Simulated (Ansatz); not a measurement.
Computed with Ansatz on PBE0-D4/def2-TZVP structures; ΔE is electronic, products minus reactants. CCSD(T)/CBS adds triple-zeta CCSD(T) − MP2 to the extrapolated MP2 energy (def2 sets, frozen cores). This one scheme is used for every species. Functionals use def2-TZVPP. B3LYP here is the variant with VWN-RPA as its local correlation; programs differ in this. Each species was taken in one conformer, which may not be the lowest.

Reaction (ligand exchange at the Si–O bond): `O[SiH2]O[SiH2]S` + `FBS` → `O[SiH2]SBF` + `O[SiH2]S`

| level | ΔE (kJ/mol) | difference from CCSD(T)/CBS |
| --- | --- | --- |
| PBE-D4 | 52.2 | -14.2 |
| r2SCAN-D4 | 62.8 | -3.6 |
| PBE0-D4 | 57.2 | -9.2 |
| B3LYP-D4 | 70.6 | 4.2 |
| ωB97X-V | 66.2 | -0.2 |
| ωB97M-V | 66.1 | -0.3 |
| B2PLYP | 68.1 | 1.7 |
| r2SCAN | 61.9 | -4.5 |
| B3LYP | 66.9 | 0.5 |
| HF/def2-TZVPP | 81.6 | 15.2 |
| MP2/def2-TZVPP | 65.4 | -1.0 |
| CCSD/def2-TZVPP | 71.8 | 5.4 |
| CCSD(T)/def2-TZVPP | 69.1 | 2.7 |
| MP2/def2-QZVPP | 64.5 | -1.9 |
| HF/CBS(def2) | 83.6 | 17.2 |
| CCSD/CBS(def2) | 69.1 | 2.7 |
| CCSD(T)/CBS | 66.4 | 0 |

Largest T1 diagnostic among the species: 0.014.

From PBE to PBE0 (25 % exact exchange), in def2-TZVPP and without D4, ΔE moves by +5.1 kJ/mol. In def2-TZVPP, CCSD(T) changes the Hartree–Fock value by −12.5 kJ/mol (the triples alone add −2.8 kJ/mol) and MP2 by −16.1 kJ/mol.
